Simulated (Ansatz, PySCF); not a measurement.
Molecule: diindium oxide, In2O, charge 0, multiplicity 1. SMILES: [In][O][In]
Geometry: optimised at B3LYP-D3(BJ)/def2-TZVP (Ansatz, a first-principles code).

Quantity: atomisation energy (electronic, to ground-state atoms), in kcal/mol. Cores are frozen in the correlated levels unless marked. UHF or UKS for open shells. No spin-orbit coupling. The frozen core is the preceding noble-gas configuration, with the filled d and f shells of earlier blocks. In def2 rows, elements after Kr have scalar-relativistic effective core potentials. The coupled-cluster limit lacks core correlation, which all-electron functionals hold. CBS marks a two-point X^-3 extrapolation of the correlation energy; Hartree-Fock from the larger set.

| level | program | atomisation energy (kcal/mol) |
|---|---|---|
| TPSS-D3(BJ)/def2-TZVPD | PySCF + dftd3 | … |
| BHLYP-D4/def2-TZVPD | Ansatz + dftd4 | … |
| r2SCANh/def2-TZVPD | Ansatz | 181.9 |
| LC-wPBE-D4/def2-TZVPD | Ansatz + dftd4 | 184.4 |
| B2PLYP/def2-TZVPD | Ansatz | 185.8 |
| RPA@PBE/def2-QZVPP | Ansatz | 168.4 |
| CCSD(T)/CBS(def2-TZVPPD,def2-QZVPPD) | Ansatz | … |

Task: Some entries are withheld; supply them.

Result: 
- TPSS-D3(BJ)/def2-TZVPD, atomisation energy (kcal/mol): 188.6
- BHLYP-D4/def2-TZVPD, atomisation energy (kcal/mol): 170.1
- CCSD(T)/CBS(def2-TZVPPD,def2-QZVPPD), atomisation energy (kcal/mol): 186.9
